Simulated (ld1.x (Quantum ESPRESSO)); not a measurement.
Results of a calculation; reference values are marked as such.
Hardness and transferability of assorted potentials

Generated with ld1.x 7.5 (TM, RRKJ, ultrasoft, PAW), atompaw 4.2 or ONCVPSP 4.0.1. The cutoff is in Ry: for ld1.x and atompaw files where the sum of valence levels is converged to 10 mRy in a Bessel basis, for ONCV files where the hardest occupied wave has 1 mHa per electron of residual kinetic energy. The error is the largest all-electron minus pseudo excitation energy over each file’s own four to seven test configurations (ionisations up to +4, promotions, holes and added fractions of an electron), all of which were solved. The labels leave out finer settings (local radius, basis sizes, second energies), which also bear on the numbers. Spin-polarised tests are not counted. The rows are a selection from randomly drawn settings: files with unsolved tests, undetermined cutoffs or missed reference levels are left out.

A true bound ghost makes a file unfit for plane-wave use even where its test errors are small: the radial tests pick states by their node count and pass the ghost by.

```csv
element,potential,cutoff (Ry),largest error (meV),bound ghosts
C,"TM, PBE, scalar-relativistic, rc 1.20/2.65 (sp), local smoothed, core correction yes, reference 2s2 2p0",35,+1417,none
Si,"TM, PBE, scalar-relativistic, rc 1.45/2.15 (sp), local smoothed, core correction no, reference 3s2 3p1",25,+88,none
Cr,"TM, PBE, scalar-relativistic, rc 1.10/1.40/1.45/1.40 (spdf), local p, core correction no, reference 3s2 3p6 3d6 4s0 4p0",120,+287,none
Ge,"ultrasoft, LDA (PZ), scalar-relativistic, rc 1.95/2.55/0.95 (spd), local smoothed, core correction yes, reference 3d10 4s2 4p2",180,-32,none
Ge,"ultrasoft, Wu–Cohen, scalar-relativistic, rc 1.75/2.25 (sp), local smoothed, core correction no, reference 4s2 4p2",10,-33,none
Tl,"TM, PBE, fully relativistic, rc 1.55/2.40/2.15 (spd), local s, core correction yes, reference 6s1 6p2",35,-169,"d3/2, d5/2"
```

(1) Fill in the row for N: RRKJ, LDA (PZ), scalar-relativistic, rc 1.00/1.20 (sp), local smoothed, core correction yes, reference 2s2 2p2.5.

(2) Fill in the row for Ag: TM, PBEsol, scalar-relativistic, rc 2.15/3.65/1.70 (spd), local s, core correction yes, reference 4d10 5s0.75 5p0.25.

## Answers

(1) cutoff 80 Ry, largest error +819 meV, bound ghosts: none.

(2) cutoff 70 Ry, largest error -1907 meV, bound ghosts: none.
